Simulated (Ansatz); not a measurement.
Ansatz (a program for electronic structure) input file for Al(Cl)(vinyl)(OH) (C2H4AlClO), SMILES [OH][Al]([CH]=C)[Cl], PBE/def2-SVPD. The structure is a stationary point at r2SCAN-D4/def2-SVP. The structure was generated by enumeration; whether it is a known compound was not checked. The values are those of a single conformer.

Ansatz 0.2 input:
```yaml
crystal:
  periodic: [false, false, false]
  atoms:
    - {symbol: Al, position_ang: [-0.19498159, 0.04169991, -0.00000000]}
    - {symbol: Cl, position_ang: [0.53462514, 2.02128723, -0.00000000]}
    - {symbol: C, position_ang: [0.96550180, -1.49434397, 0.00000000]}
    - {symbol: C, position_ang: [0.44426565, -2.73637885, -0.00000000]}
    - {symbol: H, position_ang: [2.06201797, -1.40951044, 0.00000001]}
    - {symbol: H, position_ang: [1.07053889, -3.63948948, 0.00000000]}
    - {symbol: H, position_ang: [-0.63985152, -2.90998611, -0.00000000]}
    - {symbol: O, position_ang: [-1.86711955, -0.24633143, 0.00000000]}
    - {symbol: H, position_ang: [-2.56822041, 0.40999275, 0.00000000]}
basis:
  gaussian:
    orbitals: def2-SVPD
hamiltonian:
  xc: {name: PBE}
```

Log of the run:

```
WARN ansatz: RAYON_NUM_THREADS=1 ignored (pool sized by the plan → 1); use --threads N
Functional definition: PBE
integrals: 0.08 GiB planned
1284 factors; their error is unknown
mean field: 0.51 GiB planned
mean field evaluation 1: about -23272.0920 eV, gradient 8.1e1 eV
mean field evaluation 2: about -23200.5548 eV, gradient 1.8e2 eV
mean field evaluation 4: about -23285.6103 eV, gradient 1.7e1 eV
mean field evaluation 8: about -23286.2969 eV, gradient 1.6e-1 eV
mean field evaluation 16: about -23286.2195 eV, gradient 1.2e-4 eV
mean field -23286.21953203 eV, -855.7527838357 hartree, gradient 3.4e-5 eV, S^2 0.000000; 0 other end points of the search recorded, 0 dependent functions left out
reference -23286.21958177 eV, -855.7527856636 hartree; 27, 27 occupied and 119, 119 virtual orbitals, 1284 factors
Total energy: -23286.21958177 eV, -855.7527856636 hartree
```

Self-consistency was reached.
